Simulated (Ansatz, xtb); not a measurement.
**Isomers of CPSSi in order of energy**

4 gas-phase structures of CPSSi, found in a search over its isomers (lower ones may exist). Each was relaxed with GFN2-xTB:

A. `[Si]=C1[P]S1`, a doublet
B. a doublet given by its coordinates
C. a doublet given by its coordinates
D. `P#C[Si]=S`, a doublet

C (Å):

```xyz
4

C     0.1407   -0.1514   -0.1759
P    -1.4696   -0.6709   -0.2981
S     1.5553    0.2854   -0.8082
Si   -0.5616   -0.3309    1.6958
```

Close contacts (Å): C1–P2 1.70, C1–S3 1.61, C1–Si4 2.01, P2–Si4 2.22.

B (Å):

```xyz
4

C    -0.4662    0.5223   -0.0552
P    -1.3935    0.3330   -1.4191
S    -0.4678    1.5153    1.2641
Si   -1.4214    2.4980   -0.7048
```

Close contacts (Å): C1–P2 1.66, C1–S3 1.65, P2–Si4 2.28, S3–Si4 2.40.

Q: Which do you expect lowest at r2SCAN-D4/def2-SVP, and how would the others follow?

A: Calculated order at r2SCAN-D4/def2-SVP: C (0.0), D (9.6), B (15.2), A (31.9) kcal/mol. CCSD(T)/def2-SVP after further relaxation puts D lowest instead.

Energies above the lowest of each column, in kcal/mol; the last columns are at PBE-D3(BJ)/def2-SVP geometries and were run for some of them only (a dash: not run or not comparable):

```csv
structure,GFN2-xTB,HF/STO-3G,r2SCAN-D4/def2-SVP,PBE-D3(BJ)/def2-SVP,CCSD(T)/def2-SVP
C,4.2,0.0,0.0,0.0,2.0
D,0.0,3.6,9.6,6.5,0.0
B,18.9,8.0,15.2,13.9,16.7
A,17.0,4.5,31.9,–,–
```

CCSD(T)/def2-SVP puts D lowest of those it was run on; HF/STO-3G picks C, r2SCAN-D4/def2-SVP picks C, PBE-D3(BJ)/def2-SVP picks C. CCSD(T)/def2-SVP orders those it was run on as D (0.0), C (2.0), B (16.7) kcal/mol. Some further structures that were screened fall inside this span and aren't listed. Frequencies (PBE-D3(BJ)/def2-SVP) were run for B, C, D alone. Open shells are spin-unrestricted, some with notable spin contamination. Large T1 diagnostics make some coupled-cluster values less sure.

Over these structures GFN2-xTB departs from r2SCAN-D4/def2-SVP by 8.1 kcal/mol on average once a common shift is removed. A GFN2-xTB relaxation took about 0.1 s and the r2SCAN-D4/def2-SVP energy about 4.7 s on a shared host (Ansatz 0.2.0, xtb 6.7.1).
